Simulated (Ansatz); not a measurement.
Process, species as SMILES: [Si](F)F (closed-shell singlet) → 2 F atom + Si atom
B3LYP-D3(BJ)/def2-TZVP geometries, fixed; electronic energies without zero-point terms.

Basis-set convergence of the atomisation energy at PBE with Ansatz (a first-principles code). Cartesian d functions, on some or all atoms, in 6-311G**, 6-311+G**; all else is spherical. The program fits the integrals of some runs and decomposes those of others, by size. Open shells are unrestricted. No added dispersion term, no relativity. Functions are those of the species that has most. Reference: the value in aug-cc-pV(5+d)Z, 302.27 kcal/mol, itself unsure by roughly 0.06 kcal/mol (its mean distance from pcseg-4, aug-pcseg-3, aug-cc-pV(Q+d)Z). Deviations are taken from unrounded values.

| basis | functions | atomisation energy (kcal/mol) |
|---|---|---|
| def2-SVP | 46 | 294.64 |
| def2-SVPD | 70 | 292.24 |
| pcseg-1 | 46 | 287.52 |
| aug-pcseg-1 | 73 | 290.20 |
| cc-pV(D+d)Z | 51 | 291.36 |
| aug-cc-pV(D+d)Z | 78 | 291.79 |
| 6-311G** | 63 | 288.48 |
| 6-311+G** | 75 | 286.40 |
| pcseg-2 | 94 | 300.47 |
| aug-pcseg-2 | 142 | 301.61 |
| cc-pV(T+d)Z | 99 | 301.85 |
| aug-cc-pV(T+d)Z | 147 | 300.73 |
| def2-TZVP | 99 | 300.60 |
| def2-TZVPD | 123 | 300.45 |
| def2-TZVPP | 104 | 300.66 |
| def2-TZVPPD | 128 | 300.51 |
| cc-pV(Q+d)Z | 174 | 303.27 |
| aug-cc-pV(Q+d)Z | 249 | 302.25 |
| def2-QZVPP | 184 | 301.83 |
| def2-QZVPPD | 208 | 301.72 |
| pcseg-3 | 184 | 302.21 |
| aug-pcseg-3 | 259 | 302.35 |
| cc-pV(5+d)Z | 282 | 302.37 |
| aug-cc-pV(5+d)Z | 390 | 302.27 |

What the diffuse functions change, pair by pair:
- def2-SVP to def2-SVPD: 24 more functions, deviation -7.63 to -10.02 kcal/mol
- pcseg-1 to aug-pcseg-1: 27 more functions, deviation -14.75 to -12.06 kcal/mol
- cc-pV(D+d)Z to aug-cc-pV(D+d)Z: 27 more functions, deviation -10.90 to -10.48 kcal/mol
- 6-311G** to 6-311+G**: 12 more functions, deviation -13.78 to -15.86 kcal/mol
- pcseg-2 to aug-pcseg-2: 48 more functions, deviation -1.80 to -0.66 kcal/mol
- cc-pV(T+d)Z to aug-cc-pV(T+d)Z: 48 more functions, deviation -0.41 to -1.53 kcal/mol
- def2-TZVP to def2-TZVPD: 24 more functions, deviation -1.66 to -1.81 kcal/mol
- def2-TZVPP to def2-TZVPPD: 24 more functions, deviation -1.61 to -1.75 kcal/mol
- cc-pV(Q+d)Z to aug-cc-pV(Q+d)Z: 75 more functions, deviation 1.01 to -0.01 kcal/mol
- def2-QZVPP to def2-QZVPPD: 24 more functions, deviation -0.44 to -0.54 kcal/mol
- pcseg-3 to aug-pcseg-3: 75 more functions, deviation -0.06 to 0.09 kcal/mol
- cc-pV(5+d)Z to aug-cc-pV(5+d)Z: 108 more functions, deviation 0.10 to 0.00 kcal/mol

Leaving out the reference's own pair, they bring the value nearer the reference by more than 0.06 kcal/mol in 4 of 11 pairs.
